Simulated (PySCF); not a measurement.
## Ionisation energy of Mg²⁺ by level of theory

Mg²⁺ [Ne] (1S) → Mg³⁺ [He] 2s2 2p5 (2P), as a difference of total energies. All numbers are calculated (PySCF 2.14, scalar relativity by spin-free X2C-1e, in cc-pVTZ-DK (5s4p2d1f, 34 functions)). Correlated levels: valence: [He] 2s2 frozen. The calculations carry no spin-orbit coupling.

```tsv
method	ionisation energy (eV)
UHF	80.018
MN15	82.266
M06-2X	81.649
MP2 (valence)	80.163
SCS-MP2 (valence)	80.156
CCSD (valence)	80.163
CCSD(T) (valence)	80.167
```

**Question.** How much does correlation contribute at CCSD(T) (valence)?

**Answer.** 80.167 − (80.018) = 0.149 eV, measured against UHF.

Errors of the correlated levels include the incompleteness of this basis and the frozen core.

For comparison: 80.144 eV (measured; NIST Atomic Spectra Database, ionization energies).
